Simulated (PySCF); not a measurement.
## Working out the ionisation energy of Kr⁺

Kr⁺ [Ar] 3d10 4s2 4p5 (2P) → Kr²⁺ [Ar] 3d10 4s2 4p4 (3P). All numbers are calculated (PySCF 2.14, a scalar-relativistic core potential, in cc-pVDZ-PP with ECP10MDF (4s3p2d, 23 functions)). Frozen: 3s2 3p6 3d10. Energies in hartree (1 hartree = 27.21139 eV):

```tsv
part	Kr⁺ (lower)	Kr²⁺ (upper)
UHF	-461.696004	-460.840966
CCSD correlation	-0.106831	-0.088015
(T)	-0.000859	-0.000742
```

**Question.** What does Hartree-Fock give?

**Answer.** (-460.840966) − (-461.696004) = 0.855038 hartree = 23.267 eV.

**Question.** What do CCSD and CCSD(T) give?

**Answer.** The CCSD correlation energies differ by 0.018816 hartree = 0.512 eV and the triples by 0.000117 hartree = 0.003 eV, so CCSD gives 23.779 eV and CCSD(T) 23.782 eV.

Reference: 24.360 eV (measured; NIST Atomic Spectra Database, ionization energies), between the lowest levels; spin-orbit coupling is absent from the calculation.

A double-zeta basis recovers only part of the correlation energy.

What remains against the reference includes basis incompleteness, the frozen core and higher excitations.
